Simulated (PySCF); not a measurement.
## Telling isomers of C₅H₉ClOSi apart by NMR

[PySCF 2.14.0 with density-fitted response routines: GFN2-xTB structure; PBE0/pcSseg-1 with gauge-including orbitals; relativity neglected; no solvent model; equivalent nuclei averaged; a single conformation]

Referencing at the same level of theory: ¹H (σ = 31.72 ppm) and ¹³C (σ = 186.93 ppm) vs TMS. Where no couplings were computed, multiplicities follow the n + 1 count of equivalent neighbours, and m marks all less simple cases (inequivalent or close neighbours, rings, F or P nearby). Shifts are as computed. Against solution values, carbons near 30 ppm lie about +3 ppm off and those near 130 ppm about +5 ppm; carbons on Cl a further +6 ppm. Of 1211 compounds with measured shifts, 218 miss one by over three times the rms of a fit or turn the order of signals round; such compounds aren't used in these exercises. Carbons bonded to Cl come out too deshielded.

(1) Tabulate the signals of `C[SiH2]/C=C(/Cl)C(C)=O`, `CO[SiH2]/C=C/C=C\Cl` and their relative energies.

(2) What is the quickest way to tell C[SiH2]/C=C(/Cl)C(C)=O from CO[SiH2]/C=C/C=C\Cl?

Results:

(1) 
```tsv
SMILES	carbon types	δC	δH	E rel. (kcal/mol)
C[SiH2]/C=C(/Cl)C(C)=O	2×C 1×CH 2×CH3	202.5, 160.6, 148.4, 30.7, -7.1	7.40 (t, 1H), 4.51 (m, 2H), 2.55 (s, 3H), 0.23 (t, 3H)	0.0
CO[SiH2]/C=C/C=C\Cl	4×CH 1×CH3	147.4, 141.5, 139.7, 133.2, 54.1	7.19 (m, 1H), 6.42 (m, 1H), 6.22 (m, 1H), 6.14 (d, 1H), 5.25 (d, 2H), 3.86 (s, 3H)	6.0
```

Energies are electronic energies at PBE0/pcSseg-1 on these geometries, without zero-point or thermal terms, each for the one conformer computed, which needn't be the lowest.

(2) Both give the same number of carbon signals, but DEPT or the intensities differ. The first has a ketone carbonyl carbon (C) at 202.5 ppm, the second an alkene CH at 133.2 ppm. Their most deshielded carbons lie at 202.5 and 147.4 ppm.
